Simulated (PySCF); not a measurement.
- PBE0-D3(BJ)/def2-SVP structure
- GIAO PBE0/pcSseg-1 shieldings
- program: PySCF 2.14.0 with density-fitted response routines
- single conformer, isolated molecule, averaged over atoms made equivalent by symmetry, fast rotation or ring inversion, relativity neglected

δ = σ(ref) − σ, references computed at the same level: TMS for 1H (σref 31.27), 13C (σref 184.41). Shifts are as computed. Against solution values, carbons near 30 ppm lie about +2 ppm off and those near 130 ppm about +5 ppm. Of 1211 compounds with measured shifts, 218 miss one by over three times the rms of a fit or turn the order of signals round; such compounds aren't used in these exercises.

(1) Order these molecules by the shift of their most deshielded carbon, lowest δ first.
A. C#C[C@@H]1CC[C@@]1(F)OC
B. O=C[C@@]12CC[C@@H]1C[C@@H]2F
C. C=C1C(=C)[C@H](F)[C@@H]1OC
D. O=C1C[C@@H]2C[C@H](F)[C@H]1C2

(2) Order these molecules by the shift of their most deshielded carbon-bound hydrogen, lowest δ first.
A. C#C[C@@H]1CC[C@@]1(F)OC
B. O=C1C[C@@H]2C[C@H](F)[C@H]1C2
C. C=C1C(=C)[C@H](F)[C@@H]1OC
D. O=C[C@@]12CC[C@@H]1C[C@@H]2F

(3) How many 13C and 1H signals does each give (equivalence by symmetry and fast rotation, but not about amide C–N or C=N bonds)? `C#C[C@@H]1CC[C@@]1(F)OC`, `O=C1C[C@@H]2C[C@H](F)[C@H]1C2`, `O=C[C@@]12CC[C@@H]1C[C@@H]2F`, `C=C1C(=C)[C@@H](OC)[C@@H]1F`, `C=C1C(=C)[C@H](F)[C@@H]1OC`

Results:

(1) A (113.5 ppm, fully substituted sp3 carbon bonded to F and O), C (155.4 ppm, fully substituted alkene carbon), B (203.4 ppm, aldehyde carbonyl carbon), D (212.9 ppm, ketone carbonyl carbon).

(2) A (3.41 ppm, hydrogen on a methyl carbon bonded to O), B (5.04 ppm, hydrogen on an sp3 CH bonded to F), C (5.96 ppm, hydrogen on a terminal =CH2 carbon), D (9.88 ppm, hydrogen on an aldehyde carbonyl carbon).

(3) C#C[C@@H]1CC[C@@]1(F)OC: 7 C, 7 H; O=C1C[C@@H]2C[C@H](F)[C@H]1C2: 7 C, 9 H; O=C[C@@]12CC[C@@H]1C[C@@H]2F: 7 C, 9 H; C=C1C(=C)[C@@H](OC)[C@@H]1F: 7 C, 7 H; C=C1C(=C)[C@H](F)[C@@H]1OC: 7 C, 7 H.
